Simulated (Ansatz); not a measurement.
Geometry optimisation, RKS PBE0/6-31G* (Ansatz).

The input (input.yaml):

```yaml
crystal:
  periodic: [false, false, false]
  atoms:
    - { symbol: "N", position_ang: [-0.54047, 1.90429, -1.31284] }
    - { symbol: Si, position_ang: [-0.60824, 0.43926, -0.63086] }
    - { symbol: Si, position_ang: [0.58067, -0.89016, 0.83609] }
    - { symbol: Cl, position_ang: [-2.26066, -0.55028, -1.25864] }
    - { symbol: H, position_ang: [0.1907, 2.58116, -1.15365] }
    - { symbol: H, position_ang: [0.70878, -0.17805, 2.1154] }
    - { symbol: H, position_ang: [1.93156, -1.09624, 0.29458] }
    - { symbol: H, position_ang: [-0.00235, -2.20998, 1.10992] }
basis:
  gaussian: { orbitals: "6-31G*" }
hamiltonian:
  xc: pbe0
relax:
  f_tol: 0.02
  max_steps: 50
output:
  orbitals: {}
```

Launched with:

```bash
$ ansatz run input.yaml --threads 1 --pin off --max-ram 2048MiB --backend cpu --events-out ev --progress --plain --runs-dir out
```

Where does it end, and by what steps?

The forces met the threshold. After 6 steps the energy has fallen by 0.092 eV; H5 moved furthest, 0.19 Å.

```tsv
step	energy less start (eV)	largest force component (eV/Å)	accepted
0	0.0000	1.181	yes
1	-0.0620	0.936	yes
2	-0.0854	0.598	yes
3	-0.0899	0.232	yes
4	-0.0910	0.052	yes
5	-0.0916	0.029	yes
6	-0.0917	0.020	yes
```

```xyz
8
Properties=species:S:1:pos:R:3
N -0.506 1.887 -1.279
Si -0.677 0.419 -0.667
Si 0.600 -0.857 0.833
Cl -2.333 -0.618 -1.279
H 0.286 2.472 -1.031
H 0.712 -0.093 2.105
H 1.956 -1.034 0.246
H -0.038 -2.176 1.074
```

Whether the end is a true minimum wasn't checked by a vibrational analysis.

The run took 25 s on 1 CPU thread of a shared host.
